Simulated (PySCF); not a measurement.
**Ionisation energy of Sc by level of theory**

Sc [Ar] 3d1 4s2 (2D) → Sc⁺ [Ar] 3d1 4s1 (3D), as a difference of total energies. Computed with PySCF 2.14 in aug-cc-pVDZ, with the non-relativistic Hamiltonian (point nucleus). Correlated levels: valence: [Ar] frozen. The calculations carry no spin-orbit coupling.

```csv
method,ionisation energy (eV)
UHF,5.368
LDA,6.653
MP2 (valence),6.025
SCS-MP2 (valence),6.157
```

**Question.** How much does correlation contribute at MP2 (valence)?

**Answer.** 6.025 − (5.368) = 0.657 eV, measured against UHF.

These non-relativistic numbers lack the scalar-relativistic shift.

Errors of the correlated levels include the incompleteness of this basis and the frozen core.

MP2 underrates the near-degeneracy of ns² with np² in the lower species.

For comparison: 6.562 eV (measured; NIST levels, between the centres of gravity of the two terms).
